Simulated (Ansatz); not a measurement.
A nudged elastic band was laid between two geometries of AlH3O + H4Sn (10 atoms, charge 0, multiplicity 1).

These are results of Ansatz 0.2.0, RKS PBE0/def2-SVP, not measurements.

| Quantity | Value |
| --- | --- |
| movable images | 5 |
| climbing image | yes |
| spring | 5.0 eV/Å² |
| optimiser | quadratic models (default) |
| start path | through a guess of the saddle point |
| force threshold | 0.05 eV/Å |
| iteration limit | 60 |
| end points | relaxed |

Initial state:

```xyz
10
Properties=species:S:1:pos:R:3
Sn 0.047 0.074 -0.065
H 0.445 -0.440 1.508
H 1.361 -0.218 -1.133
H -0.501 1.674 -0.201
H -1.185 -1.016 -0.692
O -2.583 0.109 1.380
Al -3.033 -0.959 0.084
H -3.128 -2.522 0.377
H -3.690 -0.256 -1.175
H -2.467 -0.184 2.286
```

Final state:

```xyz
10
Properties=species:S:1:pos:R:3
Sn -0.187 0.044 -0.787
H -0.889 0.540 3.160
H 1.103 -0.855 -0.112
H -0.025 1.726 -0.527
H -0.432 -0.329 -2.443
O -1.818 -0.505 0.193
Al -3.314 -1.307 0.135
H -3.785 -1.998 -1.221
H -4.192 -1.334 1.458
H -1.195 0.280 2.511
```

Q: Which bonds break or form, and what moves?

A: Bonds broken: Sn1–H2, O6–H10. Bonds formed: Sn1–O6, H2–H10. AlH3O + H4Sn becomes AlH5OSn + H2.

Q: Give the energies along the band, and the barrier.

A: It converged. The highest image is number 3 of 0 to 6, 37.7 kcal/mol above the first end and 29.8 kcal/mol above the last; the last end lies 7.9 kcal/mol above the first. Neighbouring images differ by up to 1.4 eV, so the band resolves the path poorly. A vibrational analysis at the climbing image gives one clearly imaginary mode, 1305i cm⁻¹: a first-order saddle point. The orbitals stay closed-shell, which can raise the energy where a bond breaks towards radicals; this wasn't checked here.

| image | path coordinate (Å) | energy (kcal/mol) | Sn1–H2 (Å) | O6–H10 (Å) | Sn1–O6 (Å) |
| --- | --- | --- | --- | --- | --- |
| 0 | 0.00 | 0.0 | 1.70 | 0.96 | 3.00 |
| 1 | 2.18 | 3.8 | 1.71 | 0.96 | 3.20 |
| 2 | 4.37 | 5.8 | 1.72 | 0.96 | 3.16 |
| 3 | 6.56 | 37.7 | 2.09 | 1.21 | 2.19 |
| 4 | 9.34 | 8.3 | 4.20 | 2.66 | 1.97 |
| 5 | 12.12 | 8.0 | 4.19 | 2.58 | 1.98 |
| 6 | 14.91 | 7.9 | 4.04 | 2.53 | 1.98 |

Q: What is the geometry of the highest image?

A: 
```xyz
10
Properties=species:S:1:pos:R:3
Sn -0.023 0.145 -0.198
H -0.083 -1.101 1.482
H 0.865 1.261 0.752
H -0.888 1.047 -1.392
H 0.881 -1.066 -1.000
O -1.951 -0.559 0.552
Al -3.659 -0.750 0.355
H -4.348 -1.915 1.176
H -4.430 0.230 -0.622
H -1.098 -1.030 1.262
```

The band took 56 iterations and about 20 core-minutes.

Time of the run: 11 min on 2 threads of Arm Neoverse V1 (shared host), peak memory 0.21 GiB.
